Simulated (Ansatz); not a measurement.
Reaction (formal exchange of groups at the Si–N bond): `[AlH2][NH][SiH2][SiH3]` + GeH₄ → `[SiH3][SiH2][GeH3]` + `[NH2][AlH2]`

Program: Ansatz. Geometries: PBE0-D4/def2-TZVP. ΔE: electronic, gas phase. CCSD(T)/CBS is the MP2 limit (def2-TZVPP, def2-QZVPP) plus CCSD(T) − MP2 in def2-TZVPP, frozen cores. This one scheme is used for every species. Functionals use def2-TZVPP. B3LYP here is the variant with VWN-RPA as its local correlation; programs differ in this. For Ge outer-core shells are correlated without core-valence functions, which leaves a few kJ/mol of doubt a bond. Scalar relativity is left out up to krypton. Each species was taken in one conformer, which may not be the lowest.

```csv
level,ΔE (kcal/mol),difference from CCSD(T)/CBS
r2SCAN-D4,4.8,-0.8
PBE0-D4,3.6,-2.0
ωB97M-V,6.3,0.7
PBE,2.3,-3.3
B3LYP,5.4,-0.2
HF/def2-TZVPP,9.2,3.6
MP2/def2-TZVPP,6.8,1.2
SCS-MP2/def2-TZVPP,7.6,2.0
MP2/CBS(def2),6.2,0.6
CCSD/CBS(def2),5.8,0.2
CCSD(T)/CBS,5.6,0
```

Largest T1 diagnostic among the species: 0.013.

From PBE to PBE0 (25 % exact exchange), in def2-TZVPP and without D4, ΔE moves by +1.0 kcal/mol. In def2-TZVPP, CCSD(T) changes the Hartree–Fock value by −3.1 kcal/mol (the triples alone add −0.2 kcal/mol) and MP2 by −2.4 kcal/mol.
